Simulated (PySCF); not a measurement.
SMILES [CH2]([InH][CH]=C)C, singlet, PBE0/def2-SVP optimised geometry. Atoms within 1.6 Å of the plane z = 1.0 Å (x, y, z in Å): In1 (0.65, -0.58, 0.00), H2 (2.39, -0.58, 0.00), C3 (-0.50, 1.28, 0.00), C4 (0.32, 2.56, -0.05), H5 (-1.14, 1.25, 0.90), H8 (1.00, 2.65, 0.80), H9 (-0.32, 3.46, -0.04), C10 (-0.43, -2.45, 0.00), C11 (-1.76, -2.51, 0.00), H12 (0.12, -3.41, 0.01), H13 (-2.32, -3.46, 0.00), H14 (-2.39, -1.61, -0.01).

Calculation: PBE0/def2-TZVP, def2 effective core potentials past Kr run with PySCF. The core electrons that the potentials of In replace are not part of the density.

Map of the log10 of the electron density (e/bohr³), floored at −4 on the plane z = 1.0 Å:

```
|                               |
|                               |
|             ....              |
|            .:--::..           |
|           .:-====-::          |
|           :-=+++++=-:         |
|          .:-+***##*=-.        |
|          .:=+*##%%#+-.        |
|         .-==+*#%@@#+=:        |
|        .-=+***##%%#+-.        |
|        :=+#%###***+=:.        |
|       .:=*%@@%#*++=-:.        |
|       .:=*%@@%#*+=--::.       |
|        :=+#%%##*++==--:.      |
|        .-=+*******++==-:.     |
|        .:-=++**###**++=-:.    |
|       .:::-=+*#%%#***++=:.    |
|      .:----=+*#%%#***++=:.    |
|     .:-=====+*####**++=-:.    |
|     .-=+++++******+++=--.     |
|     :-+*****###**+==--::.     |
|     .-+**######*+=--::.       |
|     .-=*#######*+=-:..        |
|     .-=**#####**+-:.          |
|     .-=+*******+=-.           |
|     .-=+++++++++=-.           |
|      :-===---===-:            |
|      .:--:::::-::.            |
|        ...   ...              |
|                               |
|                               |
```
Scale: ten equal steps from -4.00 (start of ' ') to -0.654 (end of '@'), in the order ' .:-=+*#%@'; x runs from -5.50 to 5.50, y from -5.50 (bottom) to 5.50 (top).
